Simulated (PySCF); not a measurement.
# From computed data to an observable: entropy of an ideal gas

HfFH3, SMILES [F][HfH3], multiplicity 1.

The structure is a stationary point at r2SCAN-D4/def2-TZVP. The spin state was assumed, not searched. The def2 effective core potentials stand for the cores of Hf; spin–orbit coupling is left out.

r2SCAN-D4/def2-TZVP in PySCF 2.14.0 gives the harmonic wavenumbers 403, 404, 537, 657, 657, 697, 1711, 1711, 1757 cm⁻¹ and the rotational temperatures 2.5937, 0.3616, 0.3616 K. The molar mass is 200.51 g/mol, the symmetry number 3, the spin multiplicity 1.

**Question.** Work out the entropy at 298.15 K and 1 atm in the rigid-rotor, harmonic-oscillator model.

**Answer.** 
Translation (Sackur–Tetrode at 1 atm): S = R[1.5 ln M + 2.5 ln T − 1.16487] = 174.9 J/(mol K).
Rotation: q = (√π/σ) T^1.5/√(θA θB θC) = 5220, S = R[ln q + 3/2] = 83.7 J/(mol K).
Vibration: with u = 1.4388 ν/T, each mode gives R[u/(e^u − 1) − ln(1 − e^−u)]:
| ν (cm⁻¹) | modes | u | S (J/(mol K)) |
|---|---|---|---|
| 403 | 1 | 1.94 | 3.98 |
| 404 | 1 | 1.95 | 3.97 |
| 537 | 1 | 2.59 | 2.39 |
| 657 | 2 | 3.17 | 3.02 |
| 697 | 1 | 3.36 | 1.30 |
| 1711 | 2 | 8.26 | 0.04 |
| 1757 | 1 | 8.48 | 0.02 |
These are all the modes. Sum 14.7 J/(mol K).
Spin: R ln 1 = 0.0 J/(mol K).
Total 273.2 J/(mol K); the program's own thermochemistry gives 273.2. Translation makes up 64 % and vibration 5 %. Anharmonicity, hindered rotation and orbital degeneracy are left out.
